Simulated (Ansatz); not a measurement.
CH3AlCl, SMILES `[CH3][Al-][Cl]` (lower singlet) (charge -1, multiplicity 1). This singlet lies 1.34 eV below the relaxed triplet at the level frozen-core CCSD(T)/aug-cc-pVTZ // PBE0-D3(BJ)/def2-TZVPD (Ansatz, a first-principles code).

Cartesian coordinates (Å):
SMILES: [Al-]([CH3])[Cl]
```xyz
6

C     -0.6512    -0.0130    -0.0246
Al     1.0158    -1.1433    -0.3284
Cl     2.5291     0.4972     0.2370
H     -0.6320     0.8762    -0.6712
H     -1.5780    -0.5652    -0.2263
H     -0.6838     0.3482     1.0136
```
Charge -1, spin multiplicity 1.

Frozen-core energies in aug-cc-pVDZ from Ansatz at a geometry from PBE0-D3(BJ)/def2-TZVPD; the HF reference has <S^2> = 0.00 (restricted, and unstable towards unrestricted orbitals) and the T1 diagnostic is 0.014.

```csv
level,energy (Ha)
HF,-741.11374
MP2,-741.48865
CCSD,-741.52846
CCSD(T),-741.54191
```

**Question.** Estimate the energies of CCSDT and CCSDT(Q), and give each level's difference from CCSDT(Q).

**Answer.** 
```
level     energy (Ha)  difference from CCSDT(Q) (mHa)
--------  -----------  ------------------------------
MP2        -741.48865                           55.27
CCSD       -741.52846                           15.47
CCSD(T)    -741.54191                            2.02
CCSDT      -741.54300                            0.93
CCSDT(Q)   -741.54393                            0.00
```
